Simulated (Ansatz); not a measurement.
```yaml
crystal:
  periodic: [false, false, false]
  atoms:
    - {symbol: C, position_ang: [-0.176596, 0.830729, 1.338077]}
    - {symbol: C, position_ang: [-0.554907, -0.120243, 0.488455]}
    - {symbol: Si, position_ang: [0.405329, -0.444377, -1.046548]}
    - {symbol: Cl, position_ang: [1.091281, -2.373045, -1.065877]}
    - {symbol: Cl, position_ang: [-0.776009, -0.179106, -2.697198]}
    - {symbol: H, position_ang: [0.703052, 1.442798, 1.157555]}
    - {symbol: H, position_ang: [-0.725833, 1.042212, 2.250846]}
    - {symbol: H, position_ang: [-1.441484, -0.711822, 0.704678]}
    - {symbol: H, position_ang: [1.563665, 0.466553, -1.147087]}
basis:
  gaussian: {orbitals: pcseg-2}
magnetization: {spin_polarized: true, initial_magnetization: 8}
hamiltonian: {xc: {name: HF}}
```

```sh
$ ansatz run in.yaml --threads 4 --pin off --events-out ev --progress --plain --max-ram 10444MiB
```

Output, abridged:

```
Functional definition: HF
1711 factors; their error is unknown
mean field evaluation 1: about -34946.2639 eV, gradient 4.7e1 eV
mean field evaluation 2: about -34883.4998 eV, gradient 9.5e1 eV
mean field evaluation 4: about -34967.8306 eV, gradient 6.8e0 eV
mean field evaluation 8: about -34969.4897 eV, gradient 9.8e-1 eV
mean field evaluation 16: about -34969.6182 eV, gradient 1.9e-1 eV
mean field evaluation 32: about -34970.5085 eV, gradient 4.4e-2 eV
mean field evaluation 64: about -34970.3806 eV, gradient 1.9e-1 eV
mean field evaluation 96: about -34970.4716 eV, gradient 1.5e-1 eV
mean field evaluation 128: about -34970.4914 eV, gradient 1.1e-1 eV
mean field evaluation 160: about -34970.4951 eV, gradient 1.3e-1 eV
mean field evaluation 192: about -34970.4562 eV, gradient 2.0e-1 eV
mean field evaluation 256: about -34970.5063 eV, gradient 3.0e-3 eV
mean field evaluation 544: about -34970.2439 eV, gradient 4.3e-5 eV
mean field -34970.50844720 eV, -1285.1424815728 hartree, gradient 7.8e-6 eV, S^2 20.043662; 5 other end points of the search recorded, 0 dependent functions left out
reference -34970.50844720 eV, -1285.1424815728 hartree; 36, 28 occupied and 182, 190 virtual orbitals, 1711 factors
Total energy: -34970.50844720 eV, -1285.1424815728 hartree
```

Problem. Something in this input is off. What?

Solution. The spin is set far too high for this molecule. The calculation finished and met its thresholds. The result belongs to that input, not to the molecule as meant.
